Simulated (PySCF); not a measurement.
NMR data simulated for an unnamed compound:

1H NMR (400 MHz, computed): δ 6.17 (m, 1H), 4.16 (m, 1H), 3.99 (m, 1H), 3.63 (m, 1H), 3.51 (m, 1H), 0.40 (s, 3H), 0.36 (br s, 2H), -0.12 (br s, 2H).

13C{1H} NMR (computed): δ 0.5 (CH3).

[PySCF 2.14: coordinates at the GFN2-xTB level; NMR shieldings at PBE0/pcSseg-1/GIAO; no relativistic terms; one averaged value for each set of equivalent atoms; no solvent; one computed conformer]

Scale: TMS for 1H (σref 31.72) and 13C (σref 186.93) (reference shieldings calculated alike).

Task: Which of these does the molecule contain: a Si–H bond, an NH or NH2 group, a Si–CH3 group, a tert-butyl group, an S-methyl group, an N-methyl group?

Result: 
- A Si–H bond: yes (δH 3.99 (m), 4.16 (m)).
- An NH or NH2 group: yes (δH 0.36 (br s)).
- A Si–CH3 group: yes (δC 0.5; δH 0.40 (s)).
- A tert-butyl group: no.
- An S-methyl group: no.
- An N-methyl group: no.

The data belong to SMILES [SiH2]1[Si@@](C)(N)[Si@@H](N)[SiH2]1, CH₁₂N₂Si₄; they needn't prove each group on their own.

Carbon signals by region: 1 below 50 ppm.

Exchangeable OH/NH protons stand at their gas-phase positions; hydrogen bonding in a real sample shifts them, mostly to higher δ. Shifts are as computed. Against solution values, carbons near 30 ppm lie about +3 ppm off and those near 130 ppm about +5 ppm. Of 1211 compounds with measured shifts, 218 miss one by over three times the rms of a fit or turn the order of signals round; such compounds aren't used in these exercises. Multiplicities follow the n + 1 count of equivalent neighbours, as no J values were calculated; m marks all less simple cases, F and P coupling included.
